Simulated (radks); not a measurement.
Results of a calculation; reference values are marked as such.
Q: These are the eigenvalues of the occupied orbitals of an atom or ion with whole-number occupations (eV). Code: a radial shooting solver on a logarithmic mesh with Libxc functionals. Model: Dirac Kohn-Sham, PBE, spin-unpolarised, spherical densities, finite nucleus; Fermi nuclear charge, rms radius of each element as measured or else 0.836 A^(1/3) + 0.57 fm.

orbital  eigenvalue
1s1/2     -15064.02
2s1/2     -2042.984
2p1/2     -1856.349
2p3/2     -1795.555
3s1/2     -333.2923
3p1/2     -266.4016
3p3/2     -257.2575
3d3/2     -140.2192
3d5/2     -138.6634
4s1/2      -63.9460
4p1/2      -47.3992
4p3/2      -46.3229

Which element is it, and in what charge state? The configuration may be excited. Open shells, if any, fill j = l - 1/2 first.

A: Z = 37, rubidium, charge +3: Rb3+ in [Ar] 3d10 4s2 4p4. The list shows which subshells hold electrons but not how many an open one holds; the 1s level, -553.59 hartree, gives Z - s = 33.3 by -(Z - s)^2/2, which with screening and relativity narrows Z to a few neighbours, and the depths of the outer levels then fix element, charge and occupations together.
